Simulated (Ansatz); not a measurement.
Steps of a relaxation of ClGeH4Si, SMILES `[SiH3][GeH][Cl]` radical with UKS PBE-D4/def2-SVP.

```sh
$ ansatz run in.yaml --threads 4 --pin off --events-out ev --progress --plain --max-ram 10444MiB
```

```yaml
crystal:
  periodic: [false, false, false]
  atoms:
    - {symbol: Si, position_ang: [-0.746300, 0.308300, -0.478500]}
    - {symbol: Ge, position_ang: [1.324000, -0.335400, 0.122300]}
    - {symbol: Cl, position_ang: [1.170500, -2.258400, 1.087600]}
    - {symbol: H, position_ang: [-1.304100, -0.620300, -1.417400]}
    - {symbol: H, position_ang: [-0.712000, 1.656100, -1.170800]}
    - {symbol: H, position_ang: [-1.638500, 0.475900, 0.708000]}
    - {symbol: H, position_ang: [1.967600, 0.706000, 1.103200]}
basis:
  gaussian: {orbitals: def2-SVP}
magnetization: {spin_polarized: true, initial_magnetization: 1}
hamiltonian: {xc: pbe, dispersion: d4}
relax: {f_tol: 0.03, max_steps: 200}
```

Positions (Å) and forces (eV/Å) along the path, 6 of 6 steps:

```xyz
7
step=1 energy=-76952.0817 eV
Si   -0.746    0.308   -0.478   -1.171    1.559   -0.003
Ge    1.324   -0.335    0.122    1.694    0.238    0.088
Cl    1.171   -2.258    1.088   -0.020   -0.485    0.339
H    -1.304   -0.620   -1.417   -0.581   -0.971   -0.812
H    -0.712    1.656   -1.171    0.165   -0.096    0.079
H    -1.639    0.476    0.708   -0.183   -0.082    0.214
H     1.968    0.706    1.103    0.096   -0.163    0.093
7
step=2 energy=-76952.2847 eV
Si   -0.821    0.331   -0.514   -0.184    0.595    0.183
Ge    1.378   -0.290    0.118    0.472   -0.029    0.057
Cl    1.226   -2.226    1.126   -0.034   -0.185    0.069
H    -1.406   -0.650   -1.455   -0.069   -0.293   -0.260
H    -0.692    1.681   -1.187   -0.062   -0.110    0.033
H    -1.719    0.456    0.689   -0.017    0.009    0.010
H     2.094    0.630    1.178   -0.107    0.012   -0.092
7
step=3 energy=-76952.3057 eV
Si   -0.829    0.364   -0.503   -0.013   -0.015   -0.012
Ge    1.403   -0.318    0.115    0.023    0.019    0.044
Cl    1.237   -2.265    1.134   -0.021    0.049   -0.023
H    -1.367   -0.667   -1.454   -0.020    0.020   -0.002
H    -0.724    1.699   -1.195   -0.006   -0.037    0.011
H    -1.741    0.483    0.692    0.027   -0.009   -0.013
H     2.081    0.636    1.166    0.011   -0.027   -0.004
7
step=4 energy=-76952.3069 eV
Si   -0.828    0.358   -0.505    0.006    0.009   -0.006
Ge    1.408   -0.309    0.118    0.008    0.003   -0.003
Cl    1.224   -2.255    1.131   -0.012    0.007    0.001
H    -1.376   -0.665   -1.459    0.005   -0.001    0.006
H    -0.725    1.692   -1.195   -0.013   -0.003    0.000
H    -1.733    0.475    0.693    0.010   -0.007    0.001
H     2.092    0.635    1.172   -0.004   -0.008    0.002
7
step=5 energy=-76952.3073 eV
Si   -0.826    0.358   -0.506    0.007    0.006   -0.008
Ge    1.411   -0.307    0.116    0.004    0.003   -0.010
Cl    1.213   -2.250    1.130   -0.009   -0.006    0.005
H    -1.373   -0.666   -1.459    0.006   -0.003    0.007
H    -0.732    1.693   -1.196   -0.011    0.005   -0.002
H    -1.727    0.470    0.695    0.004   -0.005    0.005
H     2.095    0.634    1.174   -0.002   -0.001    0.004
7
step=6 energy=-76952.3078 eV
Si   -0.820    0.361   -0.509    0.002    0.000   -0.004
Ge    1.418   -0.301    0.113   -0.005    0.002   -0.010
Cl    1.183   -2.241    1.127    0.000   -0.007    0.004
H    -1.362   -0.672   -1.456    0.005    0.000    0.004
H    -0.750    1.696   -1.200   -0.003    0.002    0.000
H    -1.709    0.458    0.702   -0.001    0.001    0.002
H     2.101    0.632    1.177    0.002    0.001    0.004
```

It took 7 s on 4 threads of an Arm Neoverse V2 on a shared host, with 0.16 GiB of host memory at the peak.
